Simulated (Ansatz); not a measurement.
Relaxation of the cluster Li6H7⁻ (charge -1, singlet) with RKS PBE0-D4/def2-TZVPD in Ansatz.

Positions (Å) and forces (eV/Å) at steps 23, 24, 25, 26, 27, 28, 29, 30 of 30:

```xyz
13
step=23 energy=-1341.1205 eV
Li    1.054   -1.922   -1.228    0.040    0.049    0.002
Li   -1.646    1.708    0.462    0.012    0.025   -0.012
Li    0.512    1.076   -0.727    0.010   -0.036   -0.056
Li   -0.546   -0.438    1.404    0.033   -0.001    0.000
Li    1.696    0.550    1.362   -0.042   -0.016   -0.053
Li   -1.752   -0.211   -0.918    0.053   -0.022   -0.008
H    -1.291    1.513   -1.323   -0.057   -0.006    0.011
H    -0.024    1.442    1.057    0.011   -0.004    0.054
H     0.966   -0.745    2.350   -0.014   -0.008   -0.033
H    -2.394    0.089    0.770    0.023   -0.032   -0.008
H     2.242    0.879   -0.329    0.023   -0.059    0.029
H     1.322   -3.128   -2.392   -0.014    0.032    0.059
H    -0.139   -0.816   -0.489   -0.079    0.079    0.014
13
step=24 energy=-1341.1677 eV
Li    1.161   -1.770   -1.159    0.033    0.097    0.062
Li   -1.629    1.712    0.469   -0.015   -0.006   -0.017
Li    0.488    1.029   -0.765    0.001    0.047   -0.008
Li   -0.575   -0.430    1.412    0.039   -0.033   -0.047
Li    1.680    0.478    1.301   -0.036   -0.029   -0.006
Li   -1.776   -0.203   -0.926    0.034   -0.030    0.022
H    -1.353    1.528   -1.320    0.007    0.010   -0.001
H     0.000    1.444    1.061    0.045    0.021    0.005
H     0.951   -0.804    2.298   -0.007   -0.004   -0.014
H    -2.377    0.077    0.780   -0.013    0.016    0.019
H     2.229    0.708   -0.396   -0.026   -0.083   -0.033
H     1.354   -3.043   -2.268    0.006    0.027    0.024
H    -0.152   -0.727   -0.487   -0.068   -0.034   -0.005
13
step=25 energy=-1341.2239 eV
Li    1.264   -1.642   -1.081    0.040    0.139    0.040
Li   -1.620    1.713    0.474   -0.008   -0.006    0.002
Li    0.466    1.026   -0.785   -0.031    0.006   -0.030
Li   -0.577   -0.450    1.383   -0.003   -0.035   -0.019
Li    1.669    0.429    1.259   -0.024   -0.025    0.025
Li   -1.800   -0.204   -0.917    0.009   -0.012   -0.003
H    -1.369    1.534   -1.318    0.004    0.021    0.005
H     0.027    1.460    1.057    0.065    0.012   -0.041
H     0.941   -0.835    2.269    0.006   -0.004   -0.028
H    -2.387    0.090    0.802    0.010    0.025    0.000
H     2.189    0.530   -0.465   -0.044   -0.106   -0.031
H     1.384   -2.942   -2.178    0.037    0.013    0.010
H    -0.187   -0.709   -0.500   -0.061   -0.027    0.071
13
step=26 energy=-1341.2750 eV
Li    1.348   -1.508   -1.033    0.024    0.022    0.011
Li   -1.607    1.716    0.481    0.014    0.007   -0.003
Li    0.439    1.004   -0.810   -0.025    0.009   -0.013
Li   -0.592   -0.462    1.378    0.000   -0.058   -0.024
Li    1.654    0.387    1.231   -0.018   -0.027   -0.009
Li   -1.820   -0.202   -0.911   -0.009   -0.002    0.006
H    -1.384    1.548   -1.314    0.004   -0.010   -0.005
H     0.068    1.480    1.025    0.051    0.005   -0.021
H     0.935   -0.868    2.238   -0.007    0.017    0.003
H    -2.391    0.107    0.818    0.004    0.039    0.014
H     2.130    0.353   -0.520   -0.008   -0.016    0.000
H     1.441   -2.850   -2.106    0.045    0.029   -0.001
H    -0.220   -0.706   -0.476   -0.074   -0.015    0.042
13
step=27 energy=-1341.2757 eV
Li    1.397   -1.430   -0.989   -0.013   -0.214   -0.123
Li   -1.553    1.741    0.485    0.043    0.012    0.016
Li    0.403    0.951   -0.852    0.024    0.077    0.018
Li   -0.622   -0.514    1.367   -0.020    0.045    0.054
Li    1.629    0.312    1.188    0.011    0.110    0.032
Li   -1.890   -0.191   -0.879   -0.032    0.071    0.029
H    -1.401    1.533   -1.321   -0.001   -0.012    0.000
H     0.143    1.482    0.982   -0.040    0.007   -0.049
H     0.897   -0.869    2.257   -0.012   -0.043   -0.035
H    -2.393    0.189    0.871   -0.013   -0.037   -0.008
H     2.100    0.267   -0.564   -0.044    0.062    0.066
H     1.597   -2.742   -2.087    0.015    0.010    0.006
H    -0.308   -0.730   -0.457    0.081   -0.087   -0.005
13
step=28 energy=-1341.2850 eV
Li    1.401   -1.522   -0.980   -0.001   -0.107   -0.119
Li   -1.534    1.791    0.523   -0.033    0.018   -0.001
Li    0.398    0.939   -0.856   -0.097   -0.040   -0.039
Li   -0.631   -0.501    1.349    0.062   -0.049   -0.023
Li    1.625    0.395    1.210    0.018   -0.054    0.025
Li   -1.938   -0.105   -0.830   -0.043   -0.066   -0.082
H    -1.418    1.569   -1.278    0.013    0.063   -0.013
H     0.124    1.468    0.961    0.023    0.023    0.036
H     0.924   -0.895    2.188   -0.045    0.033   -0.017
H    -2.386    0.231    0.896   -0.024    0.028    0.061
H     2.038    0.269   -0.531    0.064    0.010   -0.001
H     1.782   -2.817   -2.105   -0.016    0.092    0.104
H    -0.385   -0.821   -0.548    0.079    0.049    0.070
13
step=29 energy=-1341.2934 eV
Li    1.376   -1.518   -1.050    0.042    0.036    0.070
Li   -1.547    1.776    0.513    0.011    0.030    0.020
Li    0.391    0.941   -0.856    0.023    0.034    0.037
Li   -0.631   -0.505    1.361    0.028    0.006    0.028
Li    1.624    0.361    1.203   -0.002   -0.022   -0.007
Li   -1.919   -0.138   -0.846   -0.006    0.008    0.007
H    -1.416    1.575   -1.292    0.000   -0.038   -0.010
H     0.132    1.487    0.970   -0.019    0.001   -0.006
H     0.895   -0.886    2.208   -0.008    0.002    0.029
H    -2.400    0.223    0.902    0.005   -0.017   -0.021
H     2.060    0.270   -0.542    0.009    0.010   -0.042
H     1.761   -2.814   -2.090   -0.016   -0.026   -0.030
H    -0.324   -0.773   -0.481   -0.067   -0.022   -0.074
13
step=30 energy=-1341.2974 eV
Li    1.395   -1.513   -1.027    0.003   -0.004   -0.002
Li   -1.548    1.781    0.521   -0.002    0.000    0.003
Li    0.390    0.947   -0.852    0.000    0.001    0.005
Li   -0.622   -0.507    1.354   -0.005    0.002   -0.005
Li    1.634    0.359    1.206   -0.005    0.000   -0.010
Li   -1.929   -0.128   -0.849   -0.004   -0.004   -0.002
H    -1.423    1.576   -1.288    0.007   -0.002    0.000
H     0.128    1.478    0.971    0.004   -0.001    0.003
H     0.900   -0.886    2.211    0.004    0.003    0.002
H    -2.398    0.219    0.898    0.005   -0.001    0.002
H     2.065    0.279   -0.549   -0.001    0.001    0.005
H     1.750   -2.822   -2.079    0.000    0.001    0.002
H    -0.342   -0.783   -0.515   -0.006    0.003   -0.001
```

Another isomer (singlet) lies 0.39 eV lower at PBE0-D4/def2-TZVPD; other spin states weren't run for this one.
